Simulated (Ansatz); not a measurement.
```yaml
crystal:
  periodic: [false, false, false]
  atoms:
    - {symbol: O, position_ang: [-1.026354, 1.601637, 0.153230]}
    - {symbol: Ta, position_ang: [0.110203, -0.059142, -0.035834]}
    - {symbol: O, position_ang: [0.894431, -0.343250, 1.600083]}
    - {symbol: O, position_ang: [-1.054938, -1.451074, -0.481121]}
    - {symbol: S, position_ang: [1.549412, 0.302831, -1.596250]}
    - {symbol: H, position_ang: [-1.003150, 2.433838, -0.356865]}
    - {symbol: H, position_ang: [1.813796, -0.404901, 1.851352]}
    - {symbol: H, position_ang: [-1.082071, -2.039263, -1.277990]}
basis:
  gaussian: {orbitals: def2-TZVP, final_grid: {core_spheres: 1, valence_spheres: 1, degree: 1}}
hamiltonian: {xc: {name: PBE}}
accuracy: high
output: {forces: true}
```

```sh
$ ansatz run in.yaml --threads 4 --pin off --events-out ev --progress --plain --max-ram 10444MiB
```

Output, abridged:

```
Functional definition: PBE
  name "PBE"
  cite "Perdew, Burke & Ernzerhof, Phys. Rev. Lett. 77, 3865 (1996) doi:10.1103/PhysRevLett.77.3865"
  parent pbe
  parameter kappa = 0.804
  parameter beta = 0.06672455060314922
  exchange = pbe_x(kappa = kappa, mu = beta*pi^2/3)
  correlation = pbe_c(beta = beta)
3308 factors; integrals over basis functions are off by at most 7.5e-7 eV
mean field evaluation 1: about -18557.2045 eV, gradient 1.1e2 eV
mean field evaluation 2: about -18303.9260 eV, gradient 3.2e2 eV
mean field evaluation 4: about -18575.2782 eV, gradient 2.7e1 eV
mean field evaluation 8: about -18576.5654 eV, gradient 8.1e-1 eV
mean field evaluation 32: about -18919.8236 eV, gradient 1.1e1 eV
mean field evaluation 64: about -18921.0264 eV, gradient 1.1e1 eV
mean field -18923.16622217 eV, -695.4135320820 hartree, gradient 2.8e-8 eV, S^2 0.000000; 6 other end points of the search recorded, 0 dependent functions left out
the calculation of the forces begins
reference -18923.16623552 eV, -695.4135325725 hartree; 28, 28 occupied and 160, 160 virtual orbitals, 3308 factors
Total energy: -18923.16623552 eV, -695.4135325725 hartree
Atom 0 at    -1.026354     1.601637     0.153230 Å, force   -39.583437    60.872626     4.957939 eV/Å
Atom 1 at     0.110203    -0.059142    -0.035834 Å, force    96.864230   -35.030429   -70.146399 eV/Å
Atom 2 at     0.894431    -0.343250     1.600083 Å, force    14.066758   -11.796054     7.674328 eV/Å
Atom 3 at    -1.054938    -1.451074    -0.481121 Å, force     1.158828   -15.112257    -8.914396 eV/Å
Atom 4 at     1.549412     0.302831    -1.596250 Å, force   -45.396145   -26.173078    56.700556 eV/Å
Atom 5 at    -1.003150     2.433838    -0.356865 Å, force   -14.711136    17.193947     4.504261 eV/Å
Atom 6 at     1.813796    -0.404901     1.851352 Å, force    -7.932759     5.783202     0.006264 eV/Å
Atom 7 at    -1.082071    -2.039263    -1.277990 Å, force    -4.466340     4.262045     5.217445 eV/Å
Dipole moment:    -3.806419    -0.358913     3.635440 e Å
```

What is wrong with this run?

The integration grid is far too coarse. The calculation finished and met its thresholds. The result belongs to that input, not to the molecule as meant.
